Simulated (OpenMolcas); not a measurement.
## Ag⁵⁺: effect of the IPEA shift

- Program: OpenMolcas
- Basis: ANO-RCC-VTZP [7s6p4d2f1g]
- Scalar Hamiltonian: DKH2, point nucleus
- Active space: 6 electrons in 5 orbitals (4d)
- State averaging: 2S+1 = 5 even, 5 roots; 2S+1 = 3 even, 45 roots; 2S+1 = 1 even, 50 roots
- Spin-orbit coupling: RASSI with atomic mean-field integrals over the reference wave functions, term energies averaged over their components

Methods on the same reference wave functions:
A. CASSCF
B. MS-CASPT2, IPEA 0 Eh, imaginary shift 0.1 Eh (closed shells correlated: 4s 4p)
C. MS-CASPT2, IPEA 0.25 Eh, imaginary shift 0.1 Eh (closed shells correlated: 4s 4p)

Energies in cm-1 above 4d6 5D4, the measured ground level; measured values from the list in Gamrath, thesis, University of Mons (2023).

```json
{"Level": "4d6 5D4", "A": "0.0", "B": "0.0", "C": "0.0", "Measured": "0.0"}
{"Level": "4d6 5D3", "A": "2533", "B": "2580", "C": "2570", "Measured": "2692"}
{"Level": "4d6 5D2", "A": "3891", "B": "3830", "C": "3840", "Measured": "3953"}
{"Level": "4d6 5D1", "A": "4830", "B": "4780", "C": "4790", "Measured": "4941"}
{"Level": "4d6 5D0", "A": "5268", "B": "5210", "C": "5220", "Measured": "5380"}
{"Level": "4d6 3H6", "A": "24343", "B": "22240", "C": "22760", "Measured": "21512"}
{"Level": "4d6 3H5 [72 %]", "A": "24922", "B": "22510", "C": "23050", "Measured": "21812"}
{"Level": "4d6 3P2(1)", "A": "25452", "B": "21090", "C": "21790", "Measured": "21042"}
{"Level": "4d6 3F3(1)", "A": "28464", "B": "24800", "C": "25510", "Measured": "24441"}
{"Level": "4d6 3F2(1)", "A": "29569", "B": "25640", "C": "26410", "Measured": "25306"}
{"Level": "4d6 3G5 [72 %]", "A": "31652", "B": "28490", "C": "29050", "Measured": "27958"}
{"Level": "4d6 3P1(1)", "A": "32494", "B": "28010", "C": "28740", "Measured": "28232"}
{"Level": "4d6 3P0(1) [75 %]", "A": "33292", "B": "28780", "C": "29530", "Measured": ""}
{"Level": "4d6 3G4", "A": "33682", "B": "30190", "C": "30770", "Measured": "29660"}
{"Level": "4d6 3G3", "A": "34387", "B": "30770", "C": "31400", "Measured": "30361"}
{"Level": "4d6 1I6", "A": "38115", "B": "35570", "C": "35920", "Measured": "34194"}
{"Level": "4d6 3D2", "A": "38850", "B": "33320", "C": "34010", "Measured": "32650"}
{"Level": "4d6 3D1", "A": "39445", "B": "34010", "C": "34740", "Measured": "33558"}
{"Level": "4d6 3D3", "A": "39642", "B": "34090", "C": "34830", "Measured": "33509"}
{"Level": "4d6 1G4(1)", "A": "41817", "B": "38380", "C": "38890", "Measured": "37481"}
{"Level": "4d6 1S0(1) [68 %]", "A": "47870", "B": "42050", "C": "43000", "Measured": ""}
{"Level": "4d6 1D2(1)", "A": "49141", "B": "42700", "C": "43160", "Measured": "41372"}
{"Level": "4d6 1F3", "A": "53663", "B": "46280", "C": "46870", "Measured": "44724"}
{"Level": "4d6 3P0(2)", "A": "60378", "B": "52010", "C": "52820", "Measured": ""}
```

Deviations, from unrounded energies. A percentage is the sum of absolute deviations over the sum of measured energies, with the sign that they share, or ± where signs differ.

```tsv
Against measurement	Levels	A	B	C
mean absolute deviation (cm-1)	20	3900	560	1000
fine structure of the ground term (%)	4	-2.6	-3.4	-3.3
other terms of the ground configuration (%)	16	+16.0	±2.2	+4.1
```

B lies closest to measurement on these levels and A furthest from it. The largest miss of B in the table is 4d6 1F3, by +1600 cm-1. The ranking rests on the paired levels alone, and a cruder setting can come out closer through cancelling errors.

Between B and C the level of the table that moves most is 4d6 1S0(1) [68 %], by 940 cm-1 (lowest in B, highest in C). Moves below CASPT2's spread within the term are not significant.

The mean deviations of B to C differ by less than CASPT2's widest spread within a term (1000 cm-1), so their order carries little weight.

From A to B the spin-free energies of the other terms of 4d6 shown, above 5D, scale by factors of 0.83 to 0.92, as is usual when dynamic correlation screens the repulsion within a d or f shell.

The lowest spin-free term lies below A's lowest term by 0.361 hartree in B, 0.354 hartree in C.

CASPT2 breaks the degeneracy within a term, and the mean is taken; among the terms shown or strongly mixed into the levels shown the widest spread is 1000 cm-1 (4d6 1I, C). Without dynamic correlation excited terms often stand tens of per cent too high (terms of higher spin than the ground term too low), and those without a measured partner can miss by more than the paired ones (holds for A). Some levels mix across a computed gap that differs much from the measured one, so their mixing is not that of the real levels (holds for A). The CASPT2 spread within a term exceeds the gap to the next term for 4d6 3D and 4d6 1I, so the order of their levels is uncertain (holds for C). Measured partners are found by configuration, term and J. A level has none where our copy of the source lacks it or the pairing is in doubt (some pairs that miss far off the trend of their configuration count as doubtful), and it then counts in no deviation. Levels of configurations outside the active space are missing. Levels that lie high or do not pair safely by name in every column are left out.

A share in square brackets marks a mixed level and gives the weight of the term that names it, the lowest over the columns. A number in round brackets counts repeated terms of one configuration in the order of the reference energies.
